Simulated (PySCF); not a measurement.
Species: C4H12NSSi (doublet state).
Z-matrix (Å and degrees, GFN2-xTB geometry), rows numbered from 1:
```
C 
Si  1  1.8986
C   2  1.9022  1  110.19
C   2  1.9301  1  108.66  3  -118.84
C   4  1.4802  2  109.90  1    62.84
N   5  1.3821  4  118.58  2   -91.63
S   5  1.7686  4  119.96  2   112.49
H   1  1.0862  2  110.89  3    60.48
H   1  1.0858  2  111.47  3  -179.72
H   1  1.0857  2  111.25  3   -59.66
H   2  1.4743  1  110.87  3   122.56
H   3  1.0856  2  111.09  1    61.81
H   3  1.0869  2  111.00  1   -57.66
H   3  1.0863  2  111.82  1  -178.18
H   4  1.0882  2  109.36  1  -176.14
H   4  1.0935  2  109.16  1   -58.61
H   6  1.0156  5  116.72  4   -35.93
H   6  1.0096  5  114.19  4  -170.23
H   7  1.3381  5   96.44  4   -63.04
```

The hyperfine couplings belong to this conformer and change with its torsions.

As a line formula: `C[SiH](C)C[C](N)S` [radical].

Computed with PySCF, UKS B3LYP, pcH-1 on C H N S Si, non-relativistic, mean-field spin-orbit, GIAO. The structure is a single GFN2-xTB conformer in the gas phase; no vibrational or solvent corrections. A GFN2-xTB geometry isn't a minimum of the functional, and hyperfine couplings can be far from their values at a DFT geometry. Stability of the SCF solution: not tested.

**Question.** The isotropic 13C couplings, averaged over equivalent nuclei, are +165.1, -4.5, -0.5 MHz. Assign them to C1/C3; C4; C5.

**Answer.** 
| site | a_iso (MHz) | ρ(0) (bohr⁻³) | position | distance from C5 (Å) | spin population | largest \|T\| (MHz) |
| --- | --- | --- | --- | --- | --- | --- |
| C1/C3 | -0.5 | -0.0005 | 3 bonds from C5 | 3.45 | 0.00 | 0.8 |
| C4 | -4.5 | -0.0040 | 1 bond from C5 | 1.48 | -0.05 | 2.4 |
| C5 | +165.1 | +0.1468 | largest spin population | 0.00 | +0.73 | 134.3 |

**Question.** Match the computed a_iso(1H) values +55.5, +37.6, +26.9, +12.3, +0.5 MHz (means over equivalent nuclei) with the sites H8 (×6); H11; H15/H16; H17/H18; H19.

**Answer.** 
```
   site  a_iso (MHz)  ρ(0) (bohr⁻³)                                            position  distance from C5 (Å)  bound to  spin population there  largest |T| (MHz)
H8 (×6)         +0.5        +0.0001                                     4 bonds from C5                  3.80     C1/C3                   0.00                3.0
    H11        +12.3        +0.0027                                  γ, 3 bonds from C5                  4.02       Si2                  +0.03                2.6
H15/H16        +37.6        +0.0084                                  β, 2 bonds from C5                  2.12        C4                  -0.05                6.7
H17/H18        +26.9        +0.0060  β, 2 bonds from C5, on N6 of spin population +0.12                  2.03        N6                  +0.12               14.2
    H19        +55.5        +0.0124                                  β, 2 bonds from C5                  2.33        S7                  +0.06                7.0
```

ρ(0) is the spin density at the nucleus and T the dipolar tensor; a_iso includes a spin–orbit part; entries for several nuclei are means. Largest spin populations (Mulliken): C5 (+0.73), N6 (+0.12) and S7 (+0.06). No atom but C5 exceeds +0.15. The angles at C5 add up to 355.6°, so it is nearly planar.

Class means assume fast exchange of nuclei equivalent by connectivity; if that motion is slow, each nucleus keeps its own coupling. The 1H value of +26.9 MHz is a mean of couplings from -10.3 to 64.1 MHz in this one geometry, not an average over conformers. The 1H value of +37.6 MHz is a mean of couplings from 13.6 to 61.6 MHz in this one geometry, not an average over conformers.
